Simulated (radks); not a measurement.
Task: These are the eigenvalues of the occupied orbitals of an atom or ion with whole-number occupations (eV). Calculated with a radial shooting solver on a logarithmic mesh with Libxc functionals: non-relativistic Kohn-Sham, SCAN, spin-polarised, spherical densities, point nucleus; meta-GGA in the generalised Kohn-Sham scheme.

1s up: -4005.967
1s down: -4005.015
2s up: -475.0584
2s down: -474.5519
2p up: -397.0664
2p down: -396.0497
3s up: -100.3605
3s down: -96.0172
3p up: -79.6603
3p down: -75.4628

Which element is it, and in what charge state? The configuration may be excited. Open shells, if any, are filled with parallel spins first.

Result: Z = 20, calcium, charge +4: Ca4+ in [Ne] 3s2 3p4. The list shows which subshells hold electrons but not how many an open one holds; the 1s level, -147.22 hartree, gives Z - s = 17.2 by -(Z - s)^2/2, which with screening narrows Z to a few neighbours, and the depths of the outer levels then fix element, charge and occupations together.
